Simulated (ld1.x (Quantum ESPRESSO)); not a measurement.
## What one change does to a pseudopotential (beryllium, TM)

ld1.x (Quantum ESPRESSO) 7.5 input, shortened:

```
&input
   title='Be', zed=4., rel=0, dft='PBESOL', iswitch=3,
   config='[He] 2s1 2p1'
 /
 &inputp
   pseudotype=2, tm=.true., lloc=0,
   nlcc=.true., rcore=0.90
 /
2
2P  2  1   1.00   0.00  4.20  4.20  0.0
2S  1  0   1.00   0.00  1.55  1.55  0.0
 &test
   configts(1)='2s1 2p1'
 /
```

All-electron outer shells of the reference configuration (PBEsol, non-relativistic, ld1.x):

| shell | level (eV) | outermost node (bohr) | outermost maximum (bohr) |
| --- | --- | --- | --- |
| 2s | -6.10 | 0.59 | 2.04 |
| 2p | -2.50 | – | 2.26 |

Change: reference 2s2 2p0.

Cutoffs: the cutoffs (Ry, on a coarse ladder) from which the occupation-weighted sum of valence levels, in a spherical-Bessel basis at the reference potential, stays within 10 and 1 mRy of its value at 400 Ry; they do not see the model core or the augmentation charge, which bear on the density cutoff. Errors are all-electron minus pseudo energies relative to the spin-unpolarised reference configuration.

Q: What does the change do?

A: The potential gets harder (8 Ry and 15 Ry → 10 Ry and 30 Ry); neither file shows a bound ghost.

| quantity | base | changed |
| --- | --- | --- |
| cutoff, loose | 8 Ry | 10 Ry |
| cutoff, tight | 15 Ry | 30 Ry |
| bound ghosts | none | none |
| largest error over its own tests, meV | +74 | -189 |
| s: phases at 4.57 bohr within 0.05 rad from the reference energy up to (Ry; the scan ends near 5) | 2.3 | 2.4 |
| p: phases at 4.57 bohr within 0.05 rad from the reference energy up to (Ry; the scan ends near 5) | 0.4 | 0.4 |
